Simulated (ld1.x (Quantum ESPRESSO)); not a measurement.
## u(r) = r·R(r): atom against pseudo-atom (Mo)

Columns: radius, all-electron u(r) and pseudo u(r) of the 5s shell (level -10.15 eV) of molybdenum in the configuration [Kr] 4d5 5s0 5p0; LDA (PZ), scalar-relativistic, TM scheme, ld1.x (Quantum ESPRESSO) 7.5.

```tsv
r (bohr)	all-electron	pseudo
0.190	0.0267	0.0172
0.380	0.1595	0.0361
0.570	-0.1048	0.0586
0.760	-0.2848	0.0867
0.950	-0.2866	0.1227
1.140	-0.1708	0.1688
1.330	-0.0071	0.2265
1.520	0.1597	0.2954
1.710	0.3072	0.3723
1.900	0.4264	0.4506
2.090	0.5160	0.5219
2.280	0.5780	0.5785
2.470	0.6160	0.6159
2.660	0.6342	0.6341
2.850	0.6362	0.6362
3.040	0.6257	0.6257
3.230	0.6056	0.6056
3.420	0.5786	0.5786
3.610	0.5469	0.5469
3.800	0.5122	0.5122
3.990	0.4760	0.4760
4.180	0.4393	0.4393
4.370	0.4030	0.4030
4.560	0.3678	0.3678
4.750	0.3341	0.3341
4.940	0.3022	0.3022
```

(1) How many radial nodes do the two functions have?

(2) At about which radius was the pseudo-wave matched?

(3) Is the pseudo-wave norm-conserving?

Results:

(1) The all-electron 5s function has n − l − 1 = 4 (the table is too coarse to show those close to the nucleus); the pseudo-wave has 0, since the states of the same l below it are removed with the core.

(2) 2.90 bohr. The columns agree to 0.0005 from 2.47 bohr on; several derivatives are matched, so the curves merge somewhat inside the radius.

(3) Yes: the TM scheme keeps the norm inside the radius equal to the all-electron one, which fixes the energy derivative of the logarithmic derivative at the level.
